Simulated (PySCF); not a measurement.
C6H8NO (doublet state).
Structure used (GFN2-xTB), in Å, numbered top down from 1:
```
atom  x, y, z in Å
C1     3.182    1.321    0.458
C2     1.996    0.746    0.164
C3     0.932    0.219   -0.128
C4    -0.356   -0.386   -0.386
C5    -0.368   -1.866    0.015
N6    -1.402    0.350    0.318
C7    -2.472    0.855   -0.318
O8    -2.692    0.754   -1.498
H9     3.289    2.391    0.448
H10    4.038    0.720    0.706
H11   -0.608   -0.290   -1.452
H12    0.380   -2.409   -0.555
H13   -1.347   -2.294   -0.185
H14   -0.143   -1.973    1.075
H15   -1.282    0.487    1.309
H16   -3.153    1.384    0.376
```

The hyperfine couplings belong to this conformer and change with its torsions.

The species is `[CH2]C#C[C@@H](C)NC=O` [radical].

Theory: UKS B3LYP, pcH-1 on C H N O, non-relativistic, mean-field spin-orbit, GIAO in PySCF 2.14.0. One conformer (not necessarily the lowest) at the GFN2-xTB geometry, without solvent, vibrations or thermal averaging. The geometry wasn't refined by DFT: couplings that depend on bond lengths, twists or pyramidal angles can differ widely from those at the functional's own minimum. No stability test was run, so a lower SCF solution isn't excluded.

The largest Mulliken spin populations are on C1 (+0.78), C3 (+0.53) and C2 (-0.26). The positive populations add up to 1.36 and the negative ones to -0.36, together 2S = 1. The angles at C1 add up to 360.0°, so it is planar; its axial dipolar tensor and the negative couplings of its protons fit spin in a p orbital normal to that plane.

Task: McConnell's relation a(H) = Q·ρ ties the coupling of a proton on a planar π carbon to the spin population of that carbon. What Q do the computed values give?

Result: 
```
  H   C    ρ(C)  a(H) (G)  a/ρ (G)
 H9  C1  +0.783    -18.59    -23.7
H10  C1  +0.783    -18.59    -23.7
```

These protons share one ρ (within 0.01), so their mean ratio, Q = -23.7 G, is no test of linearity. In every row coupling and population have opposite signs.

Couplings in gauss use g_iso = 2.0027.

On an AMD EPYC 9B14 with one thread, shared host, this took 49 s (with the writing of density and orbital grids) and 0.97 GiB of memory at its peak.
